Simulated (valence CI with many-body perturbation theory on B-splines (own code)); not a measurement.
**Ga¹⁸⁺: calculated level list**

Level of theory: relativistic CI+MBPT: three valence electrons over a frozen Dirac-Fock core [Ne], a basis of 11 s, 11 p, 10 d, 8 f, 5 g, 2 h functions for each j, with the one-electron correlation potential Σ1, the two-electron term Σ2, the three-electron term Σ3, Breit, model QED; selected CI, second order for the rest, scaled by the run's own slope (own B-spline code, finite nucleus).

No measured spectrum was set against this ion. As an estimate, levels of excited configurations hold to 0.05 to 0.15 % of their energy, terms of the ground configuration to about 0.5 %.

Levels 91 to 135 of 153, with energies above the lowest level, 3s²3p ²P°_1/2. "Leading %" is the weight of the configuration and term that name the level; weights of strongly mixed levels are sums over their largest components and can fall short. In the jj column 3d3/2^4 stands for four electrons in 3d with j = 3/2.

```tsv
No.	Configuration	Term	J	E (eV)	Leading %	Second component	g	Leading jj
91	3p3d²	²F°	7/2	238.86	77	11 % 3p3d² ⁴D°	1.183	3p1/2 3d5/2^2 (48 %)
92	3p3d²	⁴D°	1/2	239.14	65	18 % 3p3d² ²S°	0.807	3p1/2 3d3/2 3d5/2 (81 %)
93	3p3d²	²F°	5/2	239.32	38	16 % 3p3d² ⁴D°	1.091	3p1/2 3d5/2^2 (35 %)
94	3p3d²	²S°	1/2	239.60	45	33 % 3p3d² ⁴D°	1.452	3p1/2 3d3/2^2 (48 %)
95	3p3d²	⁴F°	3/2	240.62	48	44 % 3p3d² ⁴D°	0.837	3p1/2 3d3/2^2 (28 %)
96	3p3d²	⁴F°	3/2	241.20	34	27 % 3p3d² ²D°	0.800	3p3/2 3d3/2 3d5/2 (36 %)
97	3p3d²	⁴F°	5/2	241.40	79	10 % 3p3d² ²D°	1.077	3p1/2 3d3/2 3d5/2 (46 %)
98	3p3d²	⁴F°	7/2	241.62	50	21 % 3p3d² ²G°	1.172	3p1/2 3d3/2 3d5/2 (37 %)
99	3p3d²	²G°	9/2	241.63	52	26 % 3p3d² ²H°	1.098	3p1/2 3d3/2 3d5/2 (69 %)
100	3p3d²	⁴D°	5/2	242.96	65	22 % 3p3d² ²D°	1.308	3p3/2 3d5/2^2 (45 %)
101	3p3d²	²G°	7/2	243.33	73	9 % 3p3d² ⁴F°	0.988	3p3/2 3d3/2 3d5/2 (54 %)
102	3p3d²	⁴F°	9/2	243.73	72	22 % 3p3d² ²H°	1.226	3p3/2 3d5/2^2 (38 %)
103	3p3d²	⁴P°	3/2	243.87	86	7 % 3p3d² ⁴D°	1.694	3p1/2 3d3/2 3d5/2 (30 %)
104	3p3d²	⁴D°	7/2	244.15	69	27 % 3p3d² ⁴F°	1.361	3p3/2 3d3/2 3d5/2 (55 %)
105	3p3d²	⁴P°	1/2	245.26	62	36 % 3p3d² ²S°	2.388	3p3/2 3d3/2 3d5/2 (63 %)
106	3p3d²	⁴P°	5/2	246.17	76	17 % 3p3d² ⁴D°	1.527	3p3/2 3d3/2 3d5/2 (67 %)
107	3p3d²	²H°	9/2	247.03	51	42 % 3p3d² ²G°	1.022	3p3/2 3d5/2^2 (56 %)
108	3p3d²	⁴D°	3/2	247.51	74	15 % 3p3d² ²P°	1.180	3p3/2 3d3/2^2 (56 %)
109	3p3d²	⁴D°	1/2	247.79	94		0.043	3p3/2 3d3/2^2 (72 %)
110	3p3d²	⁴D°	5/2	247.86	78	15 % 3p3d² ⁴P°	1.380	3p3/2 3d3/2 3d5/2 (55 %)
111	3p3d²	⁴D°	7/2	247.86	92	5 % 3p3d² ⁴F°	1.411	3p3/2 3d3/2 3d5/2 (40 %)
112	3p3d²	²P°	3/2	249.17	70	18 % 3p3d² ⁴D°	1.265	3p3/2 3d3/2 3d5/2 (48 %)
113	3p3d²	²H°	11/2	249.25	100		1.090	3p3/2 3d3/2 3d5/2 (77 %)
114	3p3d²	²P°	1/2	251.35	93		0.636	3p3/2 3d5/2^2 (57 %)
115	3p3d²	⁴S°	3/2	252.81	92	5 % 3p3d² ⁴P°	1.975	3p3/2 3d3/2 3d5/2 (44 %)
116	3p3d²	²F°	5/2	253.53	88	4 % 3p3d² ²D°	0.897	3p3/2 3d3/2 3d5/2 (44 %)
117	3p3d²	²F°	7/2	254.66	95		1.135	3p3/2 3d3/2 3d5/2 (48 %)
118	3p3d²	²D°	3/2	256.22	84	8 % 3p3d² ²P°	0.861	3p3/2 3d3/2 3d5/2 (52 %)
119	3p3d²	²P°	1/2	257.20	98		0.665	3p1/2 3d5/2^2 (29 %)
120	3p3d²	²D°	5/2	257.81	87	5 % 3p3d² ²F°	1.162	3p3/2 3d5/2^2 (50 %)
121	3p3d²	²F°	7/2	259.07	65	26 % 3p3d² ²G°	1.062	3p1/2 3d3/2 3d5/2 (42 %)
122	3p3d²	²P°	3/2	261.02	93		1.318	3p3/2 3d5/2^2 (76 %)
123	3p3d²	²G°	9/2	261.35	98		1.110	3p3/2 3d3/2 3d5/2 (65 %)
124	3p3d²	²F°	5/2	261.39	97		0.857	3p3/2 3d3/2 3d5/2 (75 %)
125	3p3d²	²G°	7/2	262.63	67	28 % 3p3d² ²F°	0.972	3p3/2 3d5/2^2 (44 %)
126	3p3d²	²D°	5/2	267.27	96		1.201	3p3/2 3d3/2 3d5/2 (38 %)
127	3p3d²	²D°	3/2	267.32	91		0.831	3p3/2 3d3/2 3d5/2 (45 %)
128	3p3d²	²P°	1/2	270.44	97		0.664	3p3/2 3d3/2 3d5/2 (57 %)
129	3p3d²	²P°	3/2	271.25	91	4 % 3p3d² ²D°	1.307	3p3/2 3d5/2^2 (45 %)
130	3s²4s	²S	1/2	305.62	96		2.001	3s^2 4s (96 %)
131	3d³	⁴F	3/2	312.36	99		0.401	3d3/2^3 (41 %)
132	3d³	⁴F	5/2	312.71	99		1.028	3d3/2^2 3d5/2 (79 %)
133	3d³	⁴F	7/2	313.14	99		1.235	3d3/2 3d5/2^2 (74 %)
134	3d³	⁴F	9/2	313.62	98		1.328	3d3/2 3d5/2^2 (49 %)
135	3d³	²G	7/2	317.60	98		0.890	3d3/2 3d5/2^2 (51 %)
```

Names give the largest LS component (configuration and term), which can be under half, so a name can repeat, a term be missing and a line seem to break the LS rules; names also repeat where a configuration has a term twice.

Where two levels of one J and parity lie close, their mixing, g and order are uncertain.
